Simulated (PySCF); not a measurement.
**ECD: `FC1=CC[Si@@H](F)[C@@H]1Cl`, C4H5ClF2Si**

Cartesian coordinates in Å; atom numbers follow the order of the lines, from 1:
```xyz
13

F     1.255   -2.118    1.067
C     0.567   -1.095    0.522
C    -0.746   -1.139    0.350
C    -1.414    0.065   -0.246
Si   -0.021    1.357   -0.374
F    -0.167    2.447    0.811
C     1.344    0.104    0.107
Cl    2.335   -0.312   -1.351
H    -1.333   -1.999    0.633
H    -1.857   -0.199   -1.207
H    -2.238    0.388    0.393
H     0.209    2.100   -1.592
H     2.063    0.402    0.868
```

Method used: TDDFT PBE0/def2-SVPD circular dichroism and optical rotation, one conformer, gas phase (PySCF). Geometry: GFN2-xTB.

Task: What are the CIP labels of the stereocentres?

Result: Si5 R, C7 R.

Task: List the lowest 8 singlet excitations with oscillator and rotatory strengths.

Result: Rotatory strengths R in 10⁻⁴⁰ esu² cm², velocity form and length form (origin at the centre of mass); f in length form.
| state | E (eV) | λ (nm) | f | R (velocity) | R (length) | main |
| --- | --- | --- | --- | --- | --- | --- |
| 1 | 5.81 | 213 | 0.027 | -23.0 | -24.1 | HOMO−1→LUMO 0.62, HOMO→LUMO 0.35 |
| 2 | 5.98 | 207 | 0.107 | -55.1 | -53.9 | HOMO→LUMO 0.57, HOMO−1→LUMO 0.36 |
| 3 | 6.43 | 193 | 0.0008 | -1.4 | -0.9 | HOMO−2→LUMO 0.96 |
| 4 | 6.83 | 182 | 0.026 | -37.6 | -40.4 | HOMO→LUMO+1 0.71, HOMO→LUMO+3 0.23 |
| 5 | 7.00 | 177 | 0.008 | -10.0 | -10.4 | HOMO→LUMO+2 0.95 |
| 6 | 7.16 | 173 | 0.024 | +0.4 | +1.9 | HOMO−1→LUMO+1 0.59, HOMO→LUMO+3 0.32 |
| 7 | 7.21 | 172 | 0.048 | +59.6 | +59.7 | HOMO→LUMO+3 0.42, HOMO−1→LUMO+1 0.36 |
| 8 | 7.36 | 169 | 0.0008 | +0.8 | +1.0 | HOMO−3→LUMO 0.88 |

Among the states computed, the strongest CD band (largest |R|) is state 7. The largest dissymmetry factor in size, g = 4R/(D+G), with D and G the electric and magnetic dipole strengths, is -0.016 for state 4 (velocity form, f = 0.025), among bands with |R| over 0.5. The mirror image has the same energies and oscillator strengths and all R with the opposite sign.
